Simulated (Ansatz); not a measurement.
Total energies of `C[Si]1(C)C=CC=C1C1=CC=C[Si]1(C)C` from Ansatz at PBE0-D4/def2-SVP, gas phase (1 Eh = 27.2114 eV = 2625.5 kJ/mol). The reference geometry is relaxed at PBE-D4/def2-SVP.

```xyz
32

C     2.565    2.307    0.405
Si    1.130    2.001   -0.789
C    -0.147    3.394   -0.697
C     1.688    1.606   -2.546
C     1.285    0.326   -2.815
C     0.565   -0.395   -1.758
C     0.347    0.272   -0.568
C    -0.340   -0.275    0.571
C    -0.557    0.392    1.762
C    -1.283   -0.327    2.815
C    -1.692   -1.604    2.544
Si   -1.131   -2.000    0.789
C    -2.562   -2.299   -0.412
C     0.140   -3.400    0.701
H     3.086    3.259    0.171
H     3.304    1.483    0.342
H     2.202    2.362    1.452
H     0.308    4.374   -0.950
H    -0.576    3.467    0.324
H    -0.979    3.203   -1.405
H     2.233    2.210   -3.286
H     1.476   -0.179   -3.779
H     0.222   -1.431   -1.937
H    -0.211    1.426    1.942
H    -1.473    0.177    3.780
H    -2.241   -2.207    3.283
H    -3.300   -1.474   -0.346
H    -3.084   -3.252   -0.186
H    -2.195   -2.347   -1.458
H     0.973   -3.210    1.408
H    -0.320   -4.376    0.960
H     0.568   -3.480   -0.319
```

```json
{"state": "charge 0 singlet", "geometry": "reference", "energy (Eh)": "-1045.80588"}
{"state": "charge 1 doublet", "geometry": "reference", "energy (Eh)": "-1045.54970"}
{"state": "charge -1 doublet", "geometry": "reference", "energy (Eh)": "-1045.82900"}
{"state": "charge -1 doublet", "geometry": "relaxed at PBE-D4/def2-SVP", "energy (Eh)": "-1045.83361"}
{"state": "free C atom (triplet)", "geometry": "–", "energy (Eh)": "-37.76066"}
{"state": "free Si atom (triplet)", "geometry": "–", "energy (Eh)": "-289.15194"}
{"state": "free H atom (doublet)", "geometry": "–", "energy (Eh)": "-0.50029"}
```

Q: Work out the vertical ionisation energy to the doublet.

A: E(charge 1 doublet) − E(charge 0 singlet) = -1045.54970 − (-1045.80588) = 0.25618 Eh = 6.97 eV. For comparison, −ε of the highest occupied level is 5.51 eV at this level, 1.46 eV less.

Q: Work out the vertical electron affinity, to the doublet.

A: E(charge 0 singlet) − E(charge -1 doublet) = -1045.80588 − (-1045.82900) = 0.02312 Eh = 0.63 eV. The basis lacks diffuse functions, which makes affinities too small.

Q: Give the fundamental gap IE − EA, the Mulliken electronegativity (IE + EA)/2 and the hardness (IE − EA)/2.

A: From the values in Eh: IE − EA = 0.25618 − 0.02312 = 0.23306 Eh = 6.34 eV; (IE + EA)/2 = 3.80 eV; (IE − EA)/2 = 3.17 eV. The HOMO–LUMO gap of the same run is 3.54 eV, 2.80 eV smaller than the fundamental gap.

Q: How much does the charge -1 doublet relax, and what is the adiabatic electron affinity?

A: Relaxation: -1045.82900 − (-1045.83361) = 0.00461 Eh = 0.13 eV. Adiabatic electron affinity: 0.02773 Eh = 0.75 eV, without zero-point energy. 

Q: What is the binding energy per atom against free atoms?

A: Atoms: 12 × (-37.76066) + 2 × (-289.15194) + 18 × (-0.50029) = -1040.43702 Eh. Binding: -1040.43702 − (-1045.80588) = 5.36886 Eh = 146.09 eV, or 4.57 eV for each of 32 atoms (no zero-point energy, no counterpoise term).

At PBE0-D4/def2-SVP the highest occupied level of the charge -1 doublet lies above zero (up to 0.82 eV). By energy differences its removal costs 0.63 eV (vertical, to the charge 0 singlet, at PBE0-D4/def2-SVP); self-interaction error and the lack of diffuse functions both raise the level. At PBE0-D4/def2-SVP the highest occupied level of the relaxed charge -1 doublet lies above zero (up to 0.42 eV). By energy differences its removal costs 0.75 eV (each at its own geometry, to the charge 0 singlet, at PBE0-D4/def2-SVP); self-interaction error and the lack of diffuse functions both raise the level.
